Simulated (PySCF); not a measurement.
# Cr³⁺ (chromium, charge +3) across methods

[Ar] 3d3, high-spin 4F determinant. Calculation: PySCF 2.14, in aug-cc-pwCVTZ-DK (10s9p7d4f3g, 127 functions); the spin-free X2C one-electron Hamiltonian (Gaussian nucleus).

```tsv
method	E (hartree)	mean ε 3p α (eV)	mean ε 3p β (eV)	mean ε 3d α (eV)	Σ⟨r²⟩ (bohr²)	⟨S²⟩
r2SCAN	-1048.732	-86.339	-82.368	-41.315	13.13	3.751
M06-2X	-1048.768	-92.500	-87.528	-45.605	13.13	3.751
LC-wPBE	-1048.586	-90.778	-87.201	-45.980	13.20	3.750
LDA	-1046.392	-84.898	-81.709	-40.727	13.24	3.750
PBE	-1048.507	-84.892	-81.608	-40.708	13.23	3.750
TPSS	-1048.788	-85.308	-81.863	-40.755	13.20	3.751
UHF	-1047.79302	-100.20	-91.853	-50.285	13.07	3.753
```

**Question.** Estimate the same row for PBE0.

**Answer.** E (hartree) = -1048.553; mean ε 3p α (eV) = -88.988; mean ε 3p β (eV) = -84.564; mean ε 3d α (eV) = -43.294; Σ⟨r²⟩ (bohr²) = 13.16; ⟨S²⟩ = 3.751.
